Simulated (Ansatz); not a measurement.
Geometry optimisation, RHF/def2-SVP in Ansatz 0.2.0.

Input file:

```yaml
crystal:
  periodic: [false, false, false]
  atoms:
    - { symbol: Zr, position_ang: [-0.678551, -0.458701, -0.181575] }
    - { symbol: Cl, position_ang: [0.326368, 1.569648, 2.771789] }
    - { symbol: O, position_ang: [1.17512, -0.855524, 0.091167] }
    - { symbol: H, position_ang: [2.085192, -0.823553, 0.327452] }
    - { symbol: "N", position_ang: [-1.039359, 1.468219, -0.725626] }
    - { symbol: H, position_ang: [-1.533307, 1.773287, -1.547369] }
    - { symbol: H, position_ang: [-0.70532, 2.281601, -0.232748] }
    - { symbol: "N", position_ang: [-1.284327, -1.608375, -1.734312] }
    - { symbol: H, position_ang: [-2.230123, -1.693882, -2.066686] }
    - { symbol: H, position_ang: [-0.706842, -2.253343, -2.246835] }
    - { symbol: Br, position_ang: [-2.216703, -1.119354, 1.918598] }
    - { symbol: H, position_ang: [-0.651849, 0.767878, 3.164445] }
basis:
  gaussian: { orbitals: def2-SVP }
hamiltonian:
  xc: hf
relax:
  f_tol: 0.03
  max_steps: 50
```

Run as:

```bash
$ ansatz run input.yaml --threads 4 --pin off --max-ram 5120MiB --backend cpu --events-out ev --progress --plain --runs-dir out
```

Question: Where does it end, and by what steps?

Answer: It converged. The force dipped under the threshold on the way, but the program's further checks kept it going. After 11 steps the energy has fallen by 0.063 eV; Cl2 moved furthest, 0.34 Å.

```tsv
step	energy less start (eV)	largest force component (eV/Å)	accepted
0	0.0000	1.035	yes
1	-0.0271	0.829	yes
2	-0.0307	0.898	yes
3	-0.0566	0.205	yes
4	-0.0433	0.565	no
5	-0.0606	0.100	yes
6	-0.0620	0.062	yes
7	-0.0620	0.132	no
8	-0.0624	0.025	yes
9	-0.0628	0.040	yes
10	-0.0631	0.036	yes
11	-0.0633	0.012	yes
```

```xyz
12
Properties=species:S:1:pos:R:3
Zr -0.677 -0.548 -0.226
Cl 0.247 1.859 2.926
O 1.178 -0.950 0.047
H 2.090 -0.931 0.278
N -1.026 1.408 -0.663
H -1.460 1.783 -1.489
H -0.746 2.175 -0.075
N -1.312 -1.631 -1.821
H -2.255 -1.656 -2.171
H -0.758 -2.279 -2.355
Br -2.071 -1.189 1.904
H -0.668 1.007 3.185
```

Whether the end is a true minimum wasn't checked by a vibrational analysis.

Run time: 35 s on 4 threads of Arm Neoverse V2, with other jobs on the host, peak memory 0.45 GiB.
